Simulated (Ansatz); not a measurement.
`Cl[BH][ZnH]` + `N=C=O` → `O=C=NBCl` + `[ZnH2]` at 700 K and 1 bar (cleavage of the B–Zn bond).

Computed with Ansatz on PBE0-D4/def2-TZVP structures; ΔE is electronic, products minus reactants. CBS: MP2 limit from def2 TZ/QZ plus the TZ coupled-cluster correction, frozen cores. This one scheme is used for every species. For Zn outer-core shells are correlated without core-valence functions, which leaves a few kJ/mol of doubt a bond. Scalar relativity is left out up to krypton. One conformer a species, not always the lowest.

```
      species  CCSD(T)/CBS energy (Eh)  H − E (kJ/mol)  S (J/(mol·K))
`Cl[BH][ZnH]`              -2264.14522            96.9          365.2
      `N=C=O`               -168.51995            89.3          283.6
   `O=C=NBCl`               -653.16741           125.6          390.3
     `[ZnH2]`              -1779.54550            57.4          237.3
```

H − E and S are ideal-gas, rigid-rotor, harmonic terms from PBE0-D4/def2-TZVP, for one conformer and one mirror image of each species. 1 Eh = 2625.50 kJ/mol, R = 8.31446 J/(mol·K).

Task: By hand: ΔE, ΔH, ΔS and ΔG.

Result: ΔE = (-653.16741) + (-1779.54550) − (-2264.14522) − (-168.51995) = -0.04774 Eh = -125.3 kJ/mol. Δ(H − E) = 125.6 + 57.4 − 96.9 − 89.3 = -3.2, so ΔH = -128.5 kJ/mol. ΔS = 390.3 + 237.3 − 365.2 − 283.6 = -21.2 J/(mol·K). ΔG = -128.5 − 700 × (-21.2)/1000 = -113.7 kJ/mol.

Task: By hand: the equilibrium constant, and the temperature at which ΔG would vanish if ΔH and ΔS stayed fixed.

Result: log₁₀ K = −ΔG/(RT ln 10) = 8.5. ΔG = 0 at ΔH/ΔS = 6061 K, far beyond where these terms or the molecules hold.

ΔH outweighs TΔS. A doubt of 5 kJ/mol in ΔE shifts log₁₀ K by 0.4 here. Other conformers and mirror images would add mixing entropy, several J/(mol·K) or more a flexible species. Modes under 60 cm⁻¹, often nearly free rotors, make the harmonic entropy too high. These are equilibria of isolated gas molecules and say nothing of rates. Largest T1 diagnostic: 0.018 (customary marks: 0.02 for closed shells, 0.045 for open ones).
